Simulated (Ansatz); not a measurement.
`[OH][Mo]([OH])([F])([F])=[S]` + HCl → `[OH][Mo]([F])([F])(=[S])[Cl]` + H₂O  (ligand exchange at a Mo–O bond)

Computed with Ansatz on PBE0-D4/def2-TZVP structures; ΔE is electronic, products minus reactants. CCSD(T)/CBS is the MP2 limit (def2-TZVPP, def2-QZVPP) plus CCSD(T) − MP2 in def2-TZVPP, frozen cores. This one scheme is used for every species. DFT in def2-TZVPP. Elements past krypton have def2 core potentials. For Mo outer-core shells are correlated without core-valence functions, which leaves a few kJ/mol of doubt a bond. One conformer a species, not always the lowest.

```
             level  ΔE (kJ/mol)
           PBE0-D4        -20.6
    MP2/def2-TZVPP        -34.9
SCS-MP2/def2-TZVPP        -27.1
    MP2/def2-QZVPP        -39.1
```

**Question.** What does CCSD(T)/CBS give? (Estimate.)

**Answer.** Ansatz gave: -22.9 kJ/mol. The listed levels differ from it by 2.3, -12.0, -4.2, -16.2 kJ/mol.

Largest T1 diagnostic among the species: 0.025, so the coupled-cluster value is less sure than usual.

The D4 term adds −3.7 kJ/mol with B3LYP and −1.9 kJ/mol with PBE0; it sums over pairs of atoms, weighted by their polarisabilities, and B3LYP, whose exchange is more repulsive, gets the larger term. In def2-TZVPP, CCSD(T) changes the Hartree–Fock value by −5.3 kJ/mol (the triples alone add −2.9 kJ/mol) and MP2 by −23.6 kJ/mol.

B3LYP here is the variant with VWN-RPA as its local correlation; programs differ in this.
